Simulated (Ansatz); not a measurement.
Start from `NB(Cl)CO` and change one atom or group to get `NB(Cl)[O][GeH3]`.

Ansatz, PBE0-D4/def2-TZVP geometries, multiplicity 1. Each molecule was computed in one conformer, which needn't be the lowest.

Scalar relativity is left out up to krypton.

```tsv
property	`NB(Cl)CO`
LUMO energy (PBE0/def2-TZVPP) / eV	0.41
HOMO–LUMO gap (ωB97M-V/def2-TZVPP) / eV	11.86
LUMO energy (B3LYP/def2-TZVPP) / eV	0.10
HOMO energy (PBE/def2-TZVPP) / eV	-6.05
HOMO energy (B3LYP/def2-TZVPP) / eV	-7.42
HOMO energy (ωB97M-V/def2-TZVPP) / eV	-10.04
```

(1) Give the same properties after the change, and the shifts. (Best estimate.)

Answers

(1) Ansatz gave: 
```json
{"property": "LUMO energy (PBE0/def2-TZVPP) / eV", "`NB(Cl)[O][GeH3]`": "-0.04", "shift": "-0.45"}
{"property": "HOMO–LUMO gap (ωB97M-V/def2-TZVPP) / eV", "`NB(Cl)[O][GeH3]`": "11.99", "shift": "0.13"}
{"property": "LUMO energy (B3LYP/def2-TZVPP) / eV", "`NB(Cl)[O][GeH3]`": "-0.30", "shift": "-0.40"}
{"property": "HOMO energy (PBE/def2-TZVPP) / eV", "`NB(Cl)[O][GeH3]`": "-6.57", "shift": "-0.52"}
{"property": "HOMO energy (B3LYP/def2-TZVPP) / eV", "`NB(Cl)[O][GeH3]`": "-7.75", "shift": "-0.33"}
{"property": "HOMO energy (ωB97M-V/def2-TZVPP) / eV", "`NB(Cl)[O][GeH3]`": "-10.36", "shift": "-0.32"}
```

With PBE0 the HOMO falls by 0.36 eV and the LUMO falls by 0.45 eV, so the gap narrows by about 0.09 eV. PBE moves the HOMO by -0.52 eV and ωB97M-V by -0.32 eV.

B3LYP here is the variant with VWN-RPA as its local correlation; programs differ in this.
